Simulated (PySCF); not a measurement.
C3H7BN2. Atoms are numbered in the order given.

```xyz
13

N      0.0069    -2.2144     0.0000
B      0.0263    -0.7974     0.0000
C      1.2750     0.1689     0.0000
C      0.7915     1.4227     0.0000
C     -0.7166     1.4668     0.0000
N     -1.1074     0.0721     0.0000
H     -0.8389    -2.7674     0.0000
H      0.8543    -2.7636     0.0000
H      2.3470    -0.0511     0.0000
H      1.3781     2.3484     0.0000
H     -1.0893     2.0146     0.8883
H     -1.0893     2.0146    -0.8883
H     -2.0892    -0.1630     0.0000
```

Coordinates come from a ωB97X-D3(BJ)/def2-SVP optimisation. The structure was generated by enumeration, and PubChem lists no compound with its InChIKey, so it may never have been made. One conformer was computed; it need not be the lowest.

Method: ωB97X-D3(BJ)/def2-SVP run with PySCF.

Harmonic, unscaled wavenumbers; measured fundamentals usually lie a few per cent lower.

```tsv
mode	ν (cm⁻¹)	IR (km/mol)	moving atoms (share of kinetic energy)
1	168	18.1	N 50 %, H 24 %, C 21 %
2	307	135.5	H 82 %, N 13 %
3	316	1.4	H 36 %, N 34 %, C 18 %, B 12 %
4	341	57.6	H 47 %, C 37 %, N 12 %
5	417	56.4	H 92 %
6	504	33.0	H 92 %
7	582	0.6	N 48 %, C 30 %, B 11 %, H 11 %
8	607	0.1	B 51 %, H 32 %, N 11 %
9	736	57.9	H 61 %, B 21 %, C 17 %
10	775	0.6	C 63 %, N 20 %, H 11 %
11	832	0.4	H 44 %, C 42 %, N 13 %
12	864	0.2	H 47 %, N 44 %, C 9 %
13	951	3.3	C 57 %, H 38 %
14	997	8.1	H 73 %, C 25 %
15	1031	5.3	H 61 %, C 38 %
16	1074	5.9	H 76 %, N 13 %, C 11 %
17	1114	11.6	H 75 %, C 11 %, N 11 %
18	1199	0.1	H 92 %
19	1239	45.6	H 48 %, B 37 %, C 8 %
20	1295	0.4	H 43 %, N 23 %, C 20 %, B 14 %
21	1370	47.2	C 49 %, H 37 %, B 12 %
22	1390	70.3	H 42 %, B 26 %, C 24 %
23	1478	27.6	H 83 %, C 12 %
24	1522	99.8	H 53 %, B 24 %, N 19 %
25	1615	283.9	H 56 %, N 23 %, B 18 %
26	1687	87.1	C 89 %
27	3025	61.6	H 95 %
28	3061	33.9	H 90 %, C 10 %
29	3197	12.5	H 92 %, C 8 %
30	3224	13.4	H 90 %, C 9 %
31	3662	43.6	H 96 %
32	3712	25.5	H 93 %
33	3765	28.0	H 91 %, N 9 %
```
